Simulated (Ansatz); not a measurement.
Reactions of BH4NS, SMILES `NBS`.

Calculated with Ansatz (gas phase, PBE0-D4/def2-TZVP geometries, no zero-point term in ΔE). CCSD(T)/CBS is the MP2 limit (def2-TZVPP, def2-QZVPP) plus CCSD(T) − MP2 in def2-TZVPP, frozen cores. This one scheme is used for every species, atoms too. No spin–orbit coupling; open shells (•) take unrestricted orbitals. Spin–orbit coupling would lower the free atoms: a little for F. One conformer a species, not always the lowest.

(1) Order these by ΔE at CCSD(T)/CBS, lowest first. (Estimate.)
A. `NBS` + CH₃NH₂ → `CNBN` + H₂S
B. `NBS` + `[CH3]`• → `N[B]S`• + CH₄
C. `NBS` + F• → `N[B]S`• + H–F
D. `NBS` → `N[B]S`• + H•
E. `NBS` + `C=C[SiH3]` → `C=C[SiH2]BN` + H₂S

Largest T1 diagnostic: 0.014, for `N[B]S`•.

## Answers

(1) C (-30.1 kcal/mol), A (-7.1 kcal/mol), B (-0.5 kcal/mol), E (+20.0 kcal/mol), D (+112.4 kcal/mol).
